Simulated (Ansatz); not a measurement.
Reaction (ligand exchange at the Al–Br bond): `[OH][Al]([OH])[Br]` + H₂Se → `[OH][Al]([OH])[SeH]` + HBr

Isolated molecules relaxed with PBE0-D4/def2-TZVP in Ansatz; ΔE leaves out vibrations. CCSD(T)/CBS adds triple-zeta CCSD(T) − MP2 to the extrapolated MP2 energy (def2 sets, frozen cores). DFT in def2-TZVPP. B3LYP here is the variant with VWN-RPA as its local correlation; programs differ in this. For Br, Se outer-core shells are correlated without core-valence functions, which leaves a few kJ/mol of doubt a bond. Scalar relativity is left out up to krypton. Each species was taken in one conformer, which may not be the lowest.

```json
{"level": "LDA (SPW92)", "ΔE (kJ/mol)": "41.3", "difference from CCSD(T)/CBS": "-4.3"}
{"level": "PBE-D4", "ΔE (kJ/mol)": "42.1", "difference from CCSD(T)/CBS": "-3.5"}
{"level": "BLYP-D4", "ΔE (kJ/mol)": "45.1", "difference from CCSD(T)/CBS": "-0.5"}
{"level": "r2SCAN-D4", "ΔE (kJ/mol)": "47.2", "difference from CCSD(T)/CBS": "1.6"}
{"level": "B97M-V", "ΔE (kJ/mol)": "49.8", "difference from CCSD(T)/CBS": "4.2"}
{"level": "PBE0-D4", "ΔE (kJ/mol)": "44.6", "difference from CCSD(T)/CBS": "-1.0"}
{"level": "B3LYP-D4", "ΔE (kJ/mol)": "47.0", "difference from CCSD(T)/CBS": "1.4"}
{"level": "r2SCANh-D4", "ΔE (kJ/mol)": "47.6", "difference from CCSD(T)/CBS": "2.0"}
{"level": "r2SCAN0-D4", "ΔE (kJ/mol)": "48.2", "difference from CCSD(T)/CBS": "2.6"}
{"level": "BHLYP-D4", "ΔE (kJ/mol)": "50.0", "difference from CCSD(T)/CBS": "4.4"}
{"level": "CAM-B3LYP-D4", "ΔE (kJ/mol)": "48.6", "difference from CCSD(T)/CBS": "3.0"}
{"level": "ωB97X-V", "ΔE (kJ/mol)": "48.5", "difference from CCSD(T)/CBS": "2.9"}
{"level": "ωB97M-V", "ΔE (kJ/mol)": "48.4", "difference from CCSD(T)/CBS": "2.8"}
{"level": "B2PLYP", "ΔE (kJ/mol)": "48.3", "difference from CCSD(T)/CBS": "2.7"}
{"level": "PBE-QIDH", "ΔE (kJ/mol)": "47.1", "difference from CCSD(T)/CBS": "1.5"}
{"level": "PBE", "ΔE (kJ/mol)": "43.0", "difference from CCSD(T)/CBS": "-2.6"}
{"level": "BLYP", "ΔE (kJ/mol)": "46.6", "difference from CCSD(T)/CBS": "1.0"}
{"level": "r2SCAN", "ΔE (kJ/mol)": "47.5", "difference from CCSD(T)/CBS": "1.9"}
{"level": "PBE0", "ΔE (kJ/mol)": "45.4", "difference from CCSD(T)/CBS": "-0.2"}
{"level": "B3LYP", "ΔE (kJ/mol)": "48.3", "difference from CCSD(T)/CBS": "2.7"}
{"level": "r2SCANh", "ΔE (kJ/mol)": "47.9", "difference from CCSD(T)/CBS": "2.3"}
{"level": "r2SCAN0", "ΔE (kJ/mol)": "48.5", "difference from CCSD(T)/CBS": "2.9"}
{"level": "BHLYP", "ΔE (kJ/mol)": "51.5", "difference from CCSD(T)/CBS": "5.9"}
{"level": "CAM-B3LYP", "ΔE (kJ/mol)": "49.4", "difference from CCSD(T)/CBS": "3.8"}
{"level": "LC-ωPBE", "ΔE (kJ/mol)": "47.3", "difference from CCSD(T)/CBS": "1.7"}
{"level": "RPA@PBE/def2-TZVPP", "ΔE (kJ/mol)": "44.8", "difference from CCSD(T)/CBS": "-0.8"}
{"level": "HF/def2-SVP", "ΔE (kJ/mol)": "57.2", "difference from CCSD(T)/CBS": "11.6"}
{"level": "MP2/def2-SVP", "ΔE (kJ/mol)": "51.4", "difference from CCSD(T)/CBS": "5.8"}
{"level": "CCSD/def2-SVP", "ΔE (kJ/mol)": "51.6", "difference from CCSD(T)/CBS": "6.0"}
{"level": "CCSD(T)/def2-SVP", "ΔE (kJ/mol)": "50.5", "difference from CCSD(T)/CBS": "4.9"}
{"level": "HF/def2-TZVPP", "ΔE (kJ/mol)": "56.7", "difference from CCSD(T)/CBS": "11.1"}
{"level": "SCS-MP2/def2-TZVPP", "ΔE (kJ/mol)": "47.9", "difference from CCSD(T)/CBS": "2.3"}
{"level": "CCSD/def2-TZVPP", "ΔE (kJ/mol)": "47.6", "difference from CCSD(T)/CBS": "2.0"}
{"level": "CCSD(T)/def2-TZVPP", "ΔE (kJ/mol)": "46.1", "difference from CCSD(T)/CBS": "0.5"}
{"level": "HF/def2-QZVPP", "ΔE (kJ/mol)": "56.5", "difference from CCSD(T)/CBS": "10.9"}
{"level": "MP2/def2-QZVPP", "ΔE (kJ/mol)": "46.3", "difference from CCSD(T)/CBS": "0.7"}
{"level": "SCS-MP2/def2-QZVPP", "ΔE (kJ/mol)": "47.7", "difference from CCSD(T)/CBS": "2.1"}
{"level": "HF/CBS(def2)", "ΔE (kJ/mol)": "56.5", "difference from CCSD(T)/CBS": "10.9"}
{"level": "MP2/CBS(def2)", "ΔE (kJ/mol)": "46.2", "difference from CCSD(T)/CBS": "0.6"}
{"level": "CCSD/CBS(def2)", "ΔE (kJ/mol)": "47.1", "difference from CCSD(T)/CBS": "1.5"}
{"level": "CCSD(T)/CBS", "ΔE (kJ/mol)": "45.6", "difference from CCSD(T)/CBS": "0"}
```

Largest T1 diagnostic among the species: 0.011.

From BLYP to BHLYP (50 % exact exchange), in def2-TZVPP and without D4, ΔE moves by +4.8 kJ/mol. Leaving LDA and LC-ωPBE aside and taking each functional with its dispersion term where it has one, the values spread over 7.9 kJ/mol, from PBE-D4 to BHLYP-D4.
